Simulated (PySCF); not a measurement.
Assignment exercise: C6H7O3P

Geometry (Å), atoms numbered from 1 in this order:
```xyz
17

C    -2.772    1.164    0.008
C    -1.908    0.259    0.430
P    -0.693   -0.417   -0.733
O    -0.815    0.022   -2.127
O    -0.897   -2.015   -0.581
C     0.916   -0.119    0.017
C     1.446   -0.610    1.241
C     2.689   -0.073    1.343
O     2.959    0.710    0.283
C     1.887    0.680   -0.513
H    -3.520    1.605    0.647
H    -2.745    1.488   -1.020
H    -1.882   -0.105    1.446
H    -0.991   -2.379   -1.463
H     0.961   -1.276    1.924
H     3.452   -0.166    2.090
H     1.908    1.246   -1.422
```

Theory: GFN2-xTB structure, σ from GIAO-PBE0/pcSseg-1, in PySCF 2.14.0 with density-fitted response routines (no relativistic terms, one computed conformer, in vacuum).

Referencing at the same level of theory: TMS for $^{13}$C (σ = 186.93 ppm), $^{1}$H (σ = 31.72 ppm).

(1) Assign these signals to the numbered atoms. $^{13}$C{$^{1}$H} NMR (computed): δ 153.3, 148.5, 141.2, 139.0, 126.9, 117.4.

(2) Assign these signals to the numbered atoms. $^{1}$H NMR (300 MHz, computed): δ 7.86 (m, 1H), 7.57 (m, 1H), 6.82 (m, 1H), 6.74 (m, 1H), 6.59 (m, 1H), 6.42 (m, 1H), 2.83 (br s, 1H).

## Answers

(1) 
| δ (ppm) | atoms | environment | reason |
| --- | --- | --- | --- |
| 153.3 | C10 | aromatic CH next to the ring oxygen | – |
| 148.5 | C8 | aromatic CH next to the ring oxygen | – |
| 141.2 | C2 | alkene CH | the olefinic region |
| 139.0 | C1 | terminal =CH2 carbon | the olefinic region |
| 126.9 | C6 | substituted aromatic carbon | – |
| 117.4 | C7 | aromatic CH | – |

(2) 
| δ (ppm) | atoms | environment | reason |
| --- | --- | --- | --- |
| 7.86 | H17 | hydrogen on an aromatic CH next to the ring oxygen | the ring current deshields protons in the ring plane |
| 7.57 | H16 | hydrogen on an aromatic CH next to the ring oxygen | – |
| 6.82 | H15 | hydrogen on an aromatic CH | ring-current deshielding |
| 6.74 | H12 | hydrogen on a terminal =CH2 carbon | attached to an sp2 carbon and in the plane of the double bond |
| 6.59 | H13 | hydrogen on an alkene CH | olefinic region |
| 6.42 | H11 | hydrogen on a terminal =CH2 carbon | attached to an sp2 carbon and in the plane of the double bond |
| 2.83 | H14 | hydrogen on an oxygen bonded to P | exchangeable, gas-phase position |

H15 and H12 lie closer than the usual error of such a calculation, so a measured spectrum could show them in the other order.

OH/NH shifts are gas-phase values; hydrogen bonding in solution moves them, usually downfield. Splittings by $^{31}$P in the carbon and heteronuclear signals aren't shown, as no couplings were computed. Shifts are as computed. Against solution values, carbons near 30 ppm lie about +3 ppm off and those near 130 ppm about +5 ppm. Of 1211 compounds with measured shifts, 218 miss one by over three times the rms of a fit or turn the order of signals round; such compounds aren't used in these exercises. No couplings were computed; multiplicities are counted from neighbouring protons, with m where these are inequivalent, close in shift, in a saturated or five-membered ring or joined by F or P, and br s for small geminal =CH2 splittings.
